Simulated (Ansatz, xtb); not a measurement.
## H4N2SiTe: 7 structures ranked

7 gas-phase structures of H4N2SiTe, found in a search over its isomers (lower ones may exist). Each was relaxed with GFN2-xTB:

A. `[H]/N=[SiH]\N[TeH]`, a singlet
B. `N/[SiH]=N\[TeH]`, a singlet
C. `N[Si](N)=[Te]`, a singlet
D. `N[Si@@H]1N[Te]1`, a singlet
E. `N/[SiH]=N/[TeH]`, a singlet
F. `[H]/N=[Si](/N)[TeH]`, a singlet
G. a singlet given by its coordinates

G (Å):

```
atom    x (Å)    y (Å)    z (Å)
   N  -1.3741   0.9551   1.6448
   N  -0.2525   0.1877  -0.5570
  Si  -0.1151  -0.1692   1.1564
  Te  -1.7551   1.5991  -0.2931
   H  -2.1734   0.5644   2.1217
   H   1.1084   0.3037   1.7893
   H  -0.4577  -1.5771   1.3051
   H   0.5727   0.5299  -1.0247
```

Close contacts (Å): N1–Si3 1.76, N1–Te4 2.08, N2–Si3 1.76, N2–Te4 2.08, Si3–Te4 2.81, N1–H5 1.01, N2–H8 1.01, Si3–H6 1.46, Si3–H7 1.46.

Problem. Make a reasoned guess at their ranking by r2SCAN-D4/def2-SVP single-point energy.

Solution. Calculated order at r2SCAN-D4/def2-SVP: C (0.0), F (40.1), D (41.8), G (70.7), B (72.8), E (74.2), A (74.3) kcal/mol. Less than 1 kcal/mol parts E and A, so the order within that pair means little.

Energies above the lowest of each column, in kcal/mol; the last columns are at B3LYP-D3(BJ)/def2-SVP geometries and were run for some of them only (a dash: not run or not comparable):

| structure | GFN2-xTB | HF/STO-3G | r2SCAN-D4/def2-SVP | B3LYP-D3(BJ)/def2-SVP | CCSD(T)/def2-SVP + ΔMP2/def2-TZVPP |
| --- | --- | --- | --- | --- | --- |
| C | 0.0 | 0.0 | 0.0 | 0.0 | 0.0 |
| F | 8.4 | 56.4 | 40.1 | 39.9 | 38.9 |
| D | 17.1 | 37.1 | 41.8 | 40.7 | 38.1 |
| G | 17.7 | 36.6 | 70.7 | – | – |
| B | 22.7 | 87.0 | 72.8 | – | – |
| E | 21.6 | 87.5 | 74.2 | – | – |
| A | 20.0 | 88.2 | 74.3 | – | – |

Every level run on C puts it lowest or level with the lowest. CCSD(T)/def2-SVP + ΔMP2/def2-TZVPP orders those it was run on as C (0.0), D (38.1), F (38.9) kcal/mol. Less than 1 kcal/mol parts D and F, so the order within that pair means little. Some further structures that were screened fall inside this span and aren't listed. Flexible structures stand in one conformer each, not always the lowest. Frequencies (B3LYP-D3(BJ)/def2-SVP) were run for C, D, F alone. Atoms past krypton carry core potentials in the def2 sets, without spin–orbit terms. ΔMP2 is the change of the MP2 energy from the smaller to the larger basis.

Over these structures GFN2-xTB departs from r2SCAN-D4/def2-SVP by 16.5 kcal/mol on average once a common shift is removed. A GFN2-xTB relaxation took about 0.56 s and the r2SCAN-D4/def2-SVP energy about 6.3 s on a shared host (Ansatz 0.2.0, xtb 6.7.1).
